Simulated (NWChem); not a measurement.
Molecule: silene (CH₄Si); SMILES C=[SiH2]

Program: NWChem. All runs use the structure optimised with PBE0/def2-SVP.

For level CAM-B3LYP/pcseg-2:

orbital gap (eV): 7.59
dipole (D): 0.91

### Question
Estimate the same quantities for level CAM-B3LYP/3-21G.

### Answer
| Item | Value |
|---|---|
| orbital gap (eV) | 8.13 |
| dipole (D) | 0.28 |
